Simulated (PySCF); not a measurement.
chlorobenzene (C6H5Cl), SMILES Clc1ccccc1. Atoms are numbered in the order given.

```xyz
12

Cl     0.0000     0.0000     2.2466
C      0.0000     0.0000     0.5131
C      0.0000    -1.2138    -0.1730
C      0.0000    -1.2057    -1.5663
C      0.0000     0.0000    -2.2664
C      0.0000     1.2057    -1.5663
C      0.0000     1.2138    -0.1730
H      0.0000    -2.1505     0.3866
H      0.0000    -2.1548    -2.1075
H      0.0000     0.0000    -3.3585
H      0.0000     2.1548    -2.1075
H      0.0000     2.1505     0.3866
```

Geometry optimised at PBE0-D3(BJ)/def2-SVP.

Two levels are set side by side: PBE/pcSseg-1 (PySCF) and B3LYP/pcSseg-1 (PySCF). GIAO shifts against HCl (³⁵Cl), TMS (¹H), TMS (¹³C) at the same level; non-relativistic, no solvent, atoms listed together averaged. Without spin–orbit terms, shifts of atoms bonded to Cl or Br come out too high at both levels. Differences are taken from unrounded values.

| quantity | B3LYP | PBE | PBE minus B3LYP |
|---|---|---|---|
| δ(³⁵Cl) of Cl1 (ppm) | 244.5 | 271.0 | 26.5 |
| δ(¹³C) of C2 (ppm) | 150.2 | 147.3 | -2.9 |
| δ(¹³C) of C3, C7 (ppm) | 137.4 | 134.2 | -3.1 |
| δ(¹³C) of C4, C6 (ppm) | 137.4 | 134.5 | -2.8 |
| δ(¹³C) of C5 (ppm) | 133.8 | 130.5 | -3.3 |
| δ(¹H) of H8, H12 (ppm) | 7.60 | 7.57 | -0.02 |
| δ(¹H) of H9, H11 (ppm) | 7.55 | 7.56 | 0.01 |
| δ(¹H) of H10 (ppm) | 7.45 | 7.43 | -0.01 |

Rough cost on one machine, each run with all the roots and properties that it gave: B3LYP against PBE within a factor of 2.
